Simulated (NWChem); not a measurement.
A series in which one site is exchanged, each optimised at PBE0/def2-SVP with NWChem, gas phase unless a solvent is named. Low-valent species are run as closed-shell singlets; no triplet was tried in these runs. For some, no frequency run checked for a minimum. def2 effective core potentials on Sn, I; no spin-orbit coupling.

A: [SiH3][Sn][Cl] (SnSiH$_{3}$Cl; site = Cl)
B: [Sn]([SiH3])[F] (SnSiH$_{3}$F; site = F)
C: [SiH3][Sn][Br] (SnSiH3Br; site = Br)
D: [SiH3][Sn][I] (SnSiH3I; site = I)

Values for A:

```
Quantity                                       Value
---------------------------------------------  -----
dipole (D), PBE0/def2-SVP                       2.63
orbital gap (eV), PBE0/def2-SVP                 3.22
static polarisability, PBE0/def2-SVPD (bohr³)   94.0
```

Question: How do these values change for the other members?

Answer: 
| change from A | B | C | D |
|---|---|---|---|
| dipole (D), PBE0/def2-SVP | +0.07 | -0.08 | -0.26 |
| orbital gap (eV), PBE0/def2-SVP | +0.14 | -0.07 | -0.20 |
| static polarisability, PBE0/def2-SVPD (bohr³) | -15.4 | +9.3 | +25.5 |
